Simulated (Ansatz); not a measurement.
Geometry optimisation, RKS B3LYP/def2-SVP in Ansatz.

The input (input.yaml):

```yaml
crystal:
  periodic: [false, false, false]
  atoms:
    - { symbol: "N", position_ang: [-1.7466, 1.1228, -0.0775] }
    - { symbol: C, position_ang: [-0.921, 0.8581, 0.8105] }
    - { symbol: Si, position_ang: [0.3672, -0.4244, 0.4341] }
    - { symbol: "N", position_ang: [1.9411, 0.2192, -0.1036] }
    - { symbol: "N", position_ang: [0.075, -1.2836, -1.0022] }
    - { symbol: H, position_ang: [-2.4292, 1.9071, 0.2731] }
    - { symbol: H, position_ang: [-0.8818, 1.3413, 1.8077] }
    - { symbol: H, position_ang: [0.694, -1.3864, 1.5124] }
    - { symbol: H, position_ang: [1.67902, 0.8703, -0.76276] }
    - { symbol: H, position_ang: [2.2376, 0.71359, 0.72298] }
    - { symbol: H, position_ang: [-0.6106, -2.0054, -0.7403] }
    - { symbol: H, position_ang: [-0.4452, -0.6194, -1.5468] }
basis:
  gaussian: { orbitals: def2-SVP }
hamiltonian:
  xc: b3lyp
relax:
  f_tol: 0.015
  max_steps: 40
```

Command:

```bash
$ ansatz run input.yaml --threads 2 --pin off --max-ram 3072MiB --backend cpu --events-out ev --progress --plain --runs-dir out
```

Task: Where does it end, and by what steps?

Result: The run converged. After 16 steps the energy has fallen by 1.181 eV; H11 moved furthest, 0.98 Å.

```json
{"step": "0", "energy less start (eV)": "0.0000", "largest force component (eV/Å)": "3.341", "accepted": "yes"}
{"step": "1", "energy less start (eV)": "-0.8147", "largest force component (eV/Å)": "1.378", "accepted": "yes"}
{"step": "2", "energy less start (eV)": "-0.8911", "largest force component (eV/Å)": "0.784", "accepted": "yes"}
{"step": "3", "energy less start (eV)": "-0.9489", "largest force component (eV/Å)": "0.549", "accepted": "yes"}
{"step": "4", "energy less start (eV)": "-1.0104", "largest force component (eV/Å)": "0.446", "accepted": "yes"}
{"step": "5", "energy less start (eV)": "-1.0749", "largest force component (eV/Å)": "0.213", "accepted": "yes"}
{"step": "6", "energy less start (eV)": "-1.1250", "largest force component (eV/Å)": "0.388", "accepted": "yes"}
{"step": "7", "energy less start (eV)": "-1.1557", "largest force component (eV/Å)": "0.214", "accepted": "yes"}
{"step": "8", "energy less start (eV)": "-1.1757", "largest force component (eV/Å)": "0.191", "accepted": "yes"}
{"step": "9", "energy less start (eV)": "-1.1721", "largest force component (eV/Å)": "0.437", "accepted": "no"}
{"step": "10", "energy less start (eV)": "-1.1792", "largest force component (eV/Å)": "0.066", "accepted": "yes"}
{"step": "11", "energy less start (eV)": "-1.1767", "largest force component (eV/Å)": "0.154", "accepted": "no"}
{"step": "12", "energy less start (eV)": "-1.1806", "largest force component (eV/Å)": "0.035", "accepted": "yes"}
{"step": "13", "energy less start (eV)": "-1.1810", "largest force component (eV/Å)": "0.049", "accepted": "yes"}
{"step": "14", "energy less start (eV)": "-1.1811", "largest force component (eV/Å)": "0.022", "accepted": "yes"}
{"step": "15", "energy less start (eV)": "-1.1811", "largest force component (eV/Å)": "0.032", "accepted": "no"}
{"step": "16", "energy less start (eV)": "-1.1811", "largest force component (eV/Å)": "0.008", "accepted": "yes"}
```

```xyz
12
Properties=species:S:1:pos:R:3
N -2.057 0.951 0.077
C -0.956 0.986 0.726
Si 0.380 -0.340 0.387
N 1.977 0.259 0.117
N -0.247 -1.118 -1.007
H -2.690 1.713 0.358
H -0.755 1.767 1.494
H 0.525 -1.131 1.652
H 2.222 0.821 -0.691
H 2.670 0.310 0.855
H 0.110 -1.976 -1.408
H -1.221 -0.930 -1.231
```

Whether the end is a true minimum wasn't checked by a vibrational analysis.

Time of the run: 59 s on 2 threads of Intel(R) Xeon(R) Platinum 8259CL CPU @ 2.50GHz (Skylake/Cascade Lake), with other jobs on the host, peak memory 0.27 GiB.
